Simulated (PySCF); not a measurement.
BrCs, SMILES [Br][Cs] (connectivity only; charge and spin as stated), charge -1, multiplicity 2. The structure is a stationary point at B3LYP-D3(BJ)/def2-TZVPD. The spin state was assumed, not searched. The def2 effective core potentials stand for the cores of Cs; spin–orbit coupling is left out.

The numbers are results of B3LYP-D3(BJ)/def2-TZVPD in PySCF, not measurements.

Harmonic wavenumbers (cm⁻¹): 102. Rotational constants (GHz): 0.9073 (linear); symmetry number 1.

Question: Work out the zero-point energy and the ideal-gas rigid-rotor harmonic-oscillator thermochemistry at 298.15 K and 1 atm.

Answer: ZPE = ½ Σ hcν = ½ × 102 cm⁻¹ = 0.15 kcal/mol. H − E(el) = 2.68 kcal/mol. Entropy in cal/(mol K): translation 41.97, rotation 19.54, vibration 3.42, spin 1.38, total 66.30. G − E(el) = -17.09 kcal/mol. Cp = 8.90 cal/(mol K). Modes under 150 cm⁻¹ make the vibrational entropy uncertain.
